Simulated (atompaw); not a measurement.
## Reading a pseudo-wave (caesium)

Columns: radius, all-electron u(r) and pseudo u(r) of the 6s shell (level -2.14 eV) of caesium in the configuration [Kr] 4d10 5s2 5p6 5d0.5 6s0.5 6p0; PBE, scalar-relativistic, PAW (atompaw) scheme, atompaw 4.2.0.5.

```tsv
r (bohr)	all-electron	pseudo
0.115	0.0193	-0.0929
0.231	-0.0820	-0.1828
0.346	0.0080	-0.2645
0.462	0.1031	-0.3364
0.577	0.1198	-0.3945
0.692	0.0735	-0.4377
0.808	-0.0015	-0.4651
0.923	-0.0766	-0.4759
1.038	-0.1376	-0.4711
1.154	-0.1792	-0.4514
1.269	-0.2003	-0.4192
1.385	-0.2033	-0.3761
1.500	-0.1915	-0.3253
1.615	-0.1680	-0.2690
1.731	-0.1357	-0.2092
1.846	-0.0977	-0.1492
1.962	-0.0558	-0.0896
2.077	-0.0125	-0.0332
2.192	0.0313	0.0199
2.308	0.0746	0.0694
2.423	0.1161	0.1144
2.538	0.1556	0.1554
2.654	0.1929	0.1932
2.769	0.2273	0.2275
2.885	0.2593	0.2593
3.000	0.2882	0.2882
```

(1) How many radial nodes do the two functions have?

(2) Is the pseudo-wave norm-conserving?

Answers

(1) The all-electron 6s function has n − l − 1 = 5 (the table is too coarse to show those close to the nucleus); the pseudo-wave has 1, since 1 lower shell of the same l stays in the valence.

(2) No, it belongs to a PAW set: the norm inside the radius is not constrained, and the difference is carried by the augmentation charge.
